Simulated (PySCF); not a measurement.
Computed shifts of a molecule C3H4ClFSi, PBE/pcSseg-1 (PySCF), GIAO, gas phase, atoms alike by connectivity averaged where their shifts nearly agree, in ppm (number of nuclei): ¹⁹F: -118.8 (1). ¹³C: 163.3 (1), 129.9 (1), 18.3 (1). ²⁹Si: -45.6 (1). ¹H: 5.23 (2), 1.99 (2). References: ¹⁹F against CFCl3 (σ = 133.6 ppm); ¹³C against TMS (σ = 182.0 ppm); ³⁵Cl against HCl (σ = 936.5 ppm); ²⁹Si against TMS (σ = 335.4 ppm); ¹H against TMS (σ = 31.49 ppm), references at their B3LYP-D3(BJ)/def2-TZVP geometries, non-relativistic (without spin–orbit terms, shifts of atoms bonded to Cl or Br come out too high). Coordinates come from a ωB97X-D3(BJ)/def2-SVP optimisation. Other conformers were not sampled.

### Question
Which molecule gave these data?
A. FC1=C(Cl)C[SiH2]1
B. FC1=CC[Si@@H]1Cl
C. CC#C[Si@@H](F)Cl
D. FC=C=C([SiH3])Cl

### Answer
A, FC1=C(Cl)C[SiH2]1
